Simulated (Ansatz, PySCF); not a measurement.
Breaking a bond: MgH, doublet.

Methods: ROHF/aug-cc-pVDZ (Ansatz, an electronic-structure program); UKS-B3LYP/3-21G = unrestricted B3LYP/3-21G in PySCF; FCI = full CI/aug-cc-pVDZ, frozen core run with Ansatz.

Energies are in kJ/mol, each relative to the lowest point of its own curve near equilibrium.

| R / Å | ROHF | UKS-B3LYP/3-21G | FCI |
|---|---|---|---|
| 1.30 | 138.2 | 146.2 | 139.5 |
| 1.40 | 70.9 | 79.2 | 73.0 |
| 1.48 | 36.8 | 43.8 | 39.0 |
| 1.56 | 15.5 | (withheld) | 17.5 |
| 1.64 | 4.0 | 7.2 | 5.4 |
| 1.68 | (withheld) | 3.2 | 2.1 |
| 1.74 | 0.0 | 0.3 | 0.0 |
| 1.77 | (withheld) | 0.0 | 0.0 |
| 1.85 | 5.1 | 2.1 | 2.9 |
| 1.90 | (withheld) | 5.3 | (withheld) |
| 1.98 | 19.5 | 12.4 | 13.8 |
| 2.17 | (withheld) | 35.3 | 37.0 |
| 2.39 | 91.9 | 63.8 | 66.0 |
| 2.62 | 115.0 | 89.2 | 91.4 |
| 2.91 | 113.2 | 111.1 | 111.2 |
| 3.10 | 111.8 | 120.2 | 117.7 |
| 3.46 | 109.6 | 129.8 | 122.7 |
| 3.81 | 108.3 | 133.8 | 124.0 |
| 4.29 | 107.4 | 136.1 | 124.5 |
| 4.75 | 107.1 | 137.2 | 124.6 |
| 5.24 | 106.9 | 137.8 | 124.8 |
| 6.03 | 106.9 | 138.3 | 124.9 |
| 6.95 | 106.9 | 138.4 | 124.9 |

Q: What belongs in the gaps?

A: 
- 1.56, UKS-B3LYP/3-21G: 20.7
- 1.68, ROHF: 1.2
- 1.77, ROHF: 0.5
- 1.90, ROHF: 9.8
- 1.90, FCI: 6.3
- 2.17, ROHF: 50.2
